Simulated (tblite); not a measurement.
Question: Give a GFN2-xTB geometry of InChI=1S/C7H11F/c1-2-3-7(6-8)4-5-7/h2H,1,3-6H2.

Answer: 
```
atom  x, y, z in Å
C1     2.7960   -0.0363    0.6432
C2     1.6218   -0.6206    0.4994
C3     0.7125   -0.4254   -0.6753
C4    -0.6520    0.0831   -0.2420
C5    -0.5756    1.4679    0.3705
F6    -1.8070    1.9139    0.7803
C7    -1.8636   -0.2712   -1.0524
C8    -1.6574   -0.8894    0.3000
H9     3.1891    0.6356   -0.1027
H10    3.4196   -0.2074    1.5041
H11    1.2457   -1.2908    1.2616
H12    1.1625    0.2760   -1.3828
H13    0.5803   -1.3837   -1.1845
H14   -0.2041    2.1979   -0.3589
H15    0.0730    1.4706    1.2545
H16   -2.6385    0.4730   -1.1517
H17   -1.7326   -0.8878   -1.9287
H18   -1.3824   -1.9321    0.3522
H19   -2.2971   -0.5639    1.1058
```

Orientation and origin are arbitrary. Atoms count from 1 in this order. The 7 C–C bonds span 1.319 Å (C1=C2, drawn double) to 1.519 Å (C3–C4, drawn single), a spread of 0.200 Å. Of the pairs four or more bonds apart, C2···H15 is among the closest relative to their van der Waals radii: 2.71 Å, 93 % of the sum of Bondi's values. All internal angles of the 3-membered ring C4–C7–C8 are 60.0°.

Bonds between heavy atoms (Å): C1=C2 1.319, C2–C3 1.498, C3–C4 1.519, C4–C5 1.516, C5–F6 1.372, C4–C7 1.500, C7–C8 1.501, C4–C8 1.500.

Computed geometry: GFN2-xTB, gas phase.

Point group: C1 (no symmetry element, even within 0.4 Å). Its GFN2-xTB frequencies are all real (lowest 63 cm⁻¹). One conformer, not necessarily the lowest (C1–C2–C3–C4 -123°, C2–C3–C4–C5 65°, C3–C4–C5–F6 -179°). 3 starts were optimised and ended at 0.00, 0.70 and 1.46 kcal/mol (GFN2-xTB); the lowest of these is shown.
